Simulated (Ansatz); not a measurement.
A run for Ansatz (an electronic-structure program): U-CCSD(T)/cc-pVTZ on GaH (SMILES [GaH]), 2S+1 = 3, a spin state set in the input, which need not be the lowest, at the other state's geometry. The run froze 14 orbitals, filled d shells among them.

Ansatz 0.2 input:
```yaml
crystal:
  periodic: [false, false, false]
  atoms:
    - {symbol: Ga, position_ang: [-0.00000000, -0.00000000, -0.05278339]}
    - {symbol: H, position_ang: [0.00000000, 0.00000000, 1.63628517]}
basis:
  gaussian:
    orbitals: cc-pVTZ
magnetization: {spin_polarized: true, initial_magnetization: 2}
correlation: {method: ccsd_t, electrons: outside_noble_gas}
scf: {omitted_lower_state_checks: [cluster_reference]}
```

Program output:

```
WARN ansatz: RAYON_NUM_THREADS=2 ignored (pool sized by the plan → 2); use --threads N
Functional definition: HF
these checks for a lower state are left out or cut short: cluster_reference
integrals: 0.03 GiB planned
361 factors; integrals over basis functions are off by at most 1.0e-3 eV
mean field: 0.10 GiB planned
mean field evaluation 1: about -52348.2690 eV, gradient 5.2e0 eV
mean field evaluation 2: about -52348.2706 eV, gradient 5.2e0 eV
mean field evaluation 4: about -52348.7990 eV, gradient 1.2e0 eV
mean field evaluation 8: about -52348.8379 eV, gradient 1.7e-1 eV
mean field evaluation 16: about -52348.8428 eV, gradient 2.6e-1 eV
mean field evaluation 32: about -52348.8379 eV, gradient 3.4e-2 eV
mean field -52348.83976619 eV, -1923.7843780894 hartree, gradient 2.8e-6 eV, S^2 2.021654; 3 other end points of the search recorded, 0 dependent functions left out
14 core orbitals not correlated
reference -52348.83976619 eV, -1923.7843780894 hartree; 3, 1 occupied and 40, 42 virtual orbitals, 361 factors
second order -1.12607468 eV of doubles, -0.00000000 eV of singles
coupled cluster: 0.10 GiB planned
cycle   1  -1.36605308 eV  change   -2.4e-1 eV  update   5.1e-2
cycle   2  -1.50536792 eV  change   -1.4e-1 eV  update   2.5e-2
cycle   3  -1.51673861 eV  change   -1.1e-2 eV  update   8.5e-3
cycle   4  -1.51942643 eV  change   -2.7e-3 eV  update   2.8e-3
cycle   5  -1.51912276 eV  change    3.0e-4 eV  update   1.3e-3
cycle   6  -1.51926458 eV  change   -1.4e-4 eV  update   5.1e-4
cycle   7  -1.51943491 eV  change   -1.7e-4 eV  update   1.4e-4
cycle   8  -1.51936423 eV  change    7.1e-5 eV  update   3.6e-5
cycle   9  -1.51936880 eV  change   -4.6e-6 eV  update   1.1e-5
cycle  10  -1.51937031 eV  change   -1.5e-6 eV  update   3.4e-6
perturbative correction -0.03753107 eV, -0.0013792415 hartree
Total energy: -52350.39666757 eV, -1923.8415931599 hartree
Checks for a lower state left out: cluster_reference
```

Self-consistency was reached.

Cost: about 1.0 core-seconds (a rough figure).
